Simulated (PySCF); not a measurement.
HS2, SMILES [S]S (connectivity only; charge and spin as stated), charge -1, multiplicity 1.

Geometry: B3LYP-D3(BJ)/def2-TZVPD. The spin state was assumed, not searched. The isomer is the one that the SMILES or the coordinates give; other isomers of the formula were not compared.

Method: B3LYP-D3(BJ)/def2-TZVPD run with PySCF 2.14.0.

Frequencies are harmonic and unscaled.

```json
[
 {"mode": "1", "ν (cm⁻¹)": "462", "IR (km/mol)": "6.5", "moving atoms (share of kinetic energy)": "S 100 %"},
 {"mode": "2", "ν (cm⁻¹)": "824", "IR (km/mol)": "25.2", "moving atoms (share of kinetic energy)": "H 95 %"},
 {"mode": "3", "ν (cm⁻¹)": "2536", "IR (km/mol)": "91.0", "moving atoms (share of kinetic energy)": "H 97 %"}
]
```
